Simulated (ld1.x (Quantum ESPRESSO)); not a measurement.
# cobalt (Co), TM semilocal: configuration errors across variants

cobalt, norm-conserving Troullier–Martins (semilocal form), made with ld1.x (Quantum ESPRESSO) 7.5 (PBE, scalar-relativistic). Core [Ne] 3s2, reference 3p6 3d7 4s1.5 4p0 (charge +0.5). Waves: 3p (bound): rc 1.10 bohr; 3d (bound): rc 1.55 bohr; 4s (bound): rc 2.25 bohr. Local part: the s channel. Core correction: Bessel-smoothed model core inside 0.65 bohr.

All-electron excitation energies from the reference (eV): (1) 3p6 3d7 4s2 4p0 -3.602; (2) 3p6 3d7 4s1 4p0 5.428; (3) 3p6 3d7 4s0 4p0 22.213; (4) 3p6 3d8 4s1 4p0 -4.805; (5) 3p6 3d7 4s0 4p1 10.796; (6) 3p6 3d8 4s0 4p0 2.869; (7) 3p6 3d7 4s0 4p2 5.376.

A semilocal file is local in each channel, so a ghost entry of none says nothing of the separable form that plane-wave codes build from it.

Errors AE − PS in meV (a dash: test not solved or not reliable):

| change | (1) | (2) | (3) | (4) | (5) | (6) | (7) | bound ghosts |
| --- | --- | --- | --- | --- | --- | --- | --- | --- |
| base | -0.2 | -1.8 | -22 | -51 | +17 | -102 | +32 | none |
| core correction Bessel-smoothed model core inside 0.50 bohr | -0.2 | -1.8 | -22 | -51 | +17 | -101 | +32 | none |
| core correction Bessel-smoothed model core inside 0.74 bohr | -0.2 | -1.8 | -22 | -51 | +17 | -102 | +32 | none |
| core correction Bessel-smoothed model core inside 0.86 bohr | -0.2 | -1.8 | -22 | -51 | +17 | -102 | +32 | none |
| core correction Bessel-smoothed model core inside 1.10 bohr | -0.2 | -1.8 | -22 | -51 | +17 | -102 | +32 | none |
| core correction Bessel-smoothed model core inside 1.32 bohr | -0.3 | -1.8 | -22 | -51 | +17 | -101 | +32 | none |

(1) Give the same row for: core correction none.

Answers

(1) +0.1, -1.1, -9.5, -48, +21, -94, +34; bound ghosts: none.
